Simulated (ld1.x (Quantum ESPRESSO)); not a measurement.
Configuration tests for I (TM)

| Item | Value |
| --- | --- |
| Element | I (Z = 53) |
| Generator | ld1.x (Quantum ESPRESSO) 7.5 |
| Type | norm-conserving Troullier–Martins (Kleinman–Bylander form) |
| Functional | LDA (PZ) |
| Relativity | scalar-relativistic |
| Frozen core | [Kr] 4d10 |
| Valence charge | 7 |
| Reference configuration | 5s2 5p5 |
| Partial waves | 5s (bound): rc 1.30 bohr; 5p (bound): rc 1.80 bohr |
| Local potential | all-electron potential smoothed inside 1.60 bohr (lloc = -1) |
| Core correction | a·sin(br)/r model core, default radius (core density twice the valence density) |

Energies are relative to the spin-unpolarised reference configuration 5s2 5p5; without spin polarisation the order of configurations can differ from experiment. Spin-polarised rows fill each open shell by Hund’s rule, majority spin first.

```json
{"valence configuration": "5s2 5p4", "charge": "+1", "ΔE all-electron (eV)": "11.305", "error AE − PS (meV)": "-1.4"}
{"valence configuration": "5s2 5p3", "charge": "+2", "ΔE all-electron (eV)": "31.369", "error AE − PS (meV)": "-9.1"}
{"valence configuration": "5s2 5p2", "charge": "+3", "ΔE all-electron (eV)": "60.983", "error AE − PS (meV)": "-53"}
{"valence configuration": "5s2 5p4.5", "charge": "+0.5", "ΔE all-electron (eV)": "4.615", "error AE − PS (meV)": "-0.8"}
{"valence configuration": "5s1 5p5", "charge": "+1", "ΔE all-electron (eV)": "22.374", "error AE − PS (meV)": "-18"}
{"valence configuration": "5s2 5p1", "charge": "+4", "ΔE all-electron (eV)": "100.785", "error AE − PS (meV)": "-203"}
{"valence configuration": "5s2 5p5 (spin-polarised)", "charge": "0", "ΔE all-electron (eV)": "-0.121", "error AE − PS (meV)": "+0.8"}
```

Task: What are ΔE and the potential's error for 5s2 5p4 (spin-polarised)?

Result: ΔE = 10.743 eV all-electron; the error (AE − PS) is +0.2 meV.

Task: What are ΔE and the potential's error for 5s2 5p5.3?

Result: ΔE = -1.829 eV all-electron; the error (AE − PS) is +0.7 meV.

Levels in the configuration 5s2 5p5 (spin-polarised):

```csv
level,all-electron (eV),pseudo (eV)
5s up,-17.885,-17.887
5p up,-7.468,-7.470
5s down,-17.385,-17.383
5p down,-6.985,-6.984
```

Note: ghost states, extra bound levels that the all-electron valence spectrum of the same l lacks: s at -38.3 eV, d at -7.6 eV. A true bound ghost makes a file unfit for plane-wave use.
